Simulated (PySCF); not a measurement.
C₃H₇NSi₂, SMILES C=C1N=C[SiH2][SiH2]1.

The structure is a stationary point at PBE-D3(BJ)/def2-SVP. The structure was generated by enumeration, and PubChem lists no compound with its InChIKey, so it may never have been made.

Method: PBE-D3(BJ)/def2-SVP (PySCF).

Frequencies are harmonic and unscaled.

| mode | ν (cm⁻¹) | IR (km/mol) | moving atoms (share of kinetic energy) |
|---|---|---|---|
| 1 | 39 | 0.8 | C 31 %, Si 30 %, H 29 %, N 11 % |
| 2 | 258 | 5.6 | C 49 %, H 33 %, N 18 % |
| 3 | 301 | 0.3 | C 42 %, H 31 %, Si 19 % |
| 4 | 321 | 11.7 | H 91 % |
| 5 | 333 | 4.4 | Si 62 %, C 29 % |
| 6 | 409 | 0.6 | H 61 %, C 24 %, N 15 % |
| 7 | 442 | 0.5 | Si 82 %, H 14 % |
| 8 | 521 | 0.3 | H 68 %, Si 24 % |
| 9 | 535 | 18.9 | Si 41 %, N 32 %, C 22 % |
| 10 | 590 | 19.5 | H 59 %, C 31 % |
| 11 | 615 | 40.9 | H 44 %, C 40 %, N 10 % |
| 12 | 618 | 4.3 | H 92 % |
| 13 | 658 | 60.6 | H 63 %, Si 21 %, C 16 % |
| 14 | 660 | 13.9 | H 84 %, C 13 % |
| 15 | 739 | 7.4 | H 63 %, C 22 %, N 14 % |
| 16 | 781 | 8.1 | H 41 %, C 35 %, Si 12 %, N 12 % |
| 17 | 850 | 6.2 | H 76 %, C 22 % |
| 18 | 884 | 80.8 | H 93 % |
| 19 | 891 | 2.8 | H 57 %, C 24 %, N 18 % |
| 20 | 902 | 69.6 | H 86 % |
| 21 | 911 | 27.6 | H 70 %, C 30 % |
| 22 | 1132 | 12.2 | C 58 %, H 34 % |
| 23 | 1278 | 37.8 | H 74 %, C 15 %, N 11 % |
| 24 | 1341 | 13.2 | H 84 %, C 16 % |
| 25 | 1568 | 23.1 | C 51 %, N 47 % |
| 26 | 1616 | 0.8 | C 88 %, H 9 % |
| 27 | 2151 | 91.9 | H 98 % |
| 28 | 2160 | 30.4 | H 96 % |
| 29 | 2161 | 54.7 | H 98 % |
| 30 | 2171 | 113.6 | H 96 % |
| 31 | 3016 | 20.8 | H 92 %, C 8 % |
| 32 | 3068 | 4.9 | H 95 % |
| 33 | 3179 | 1.7 | H 89 %, C 11 % |
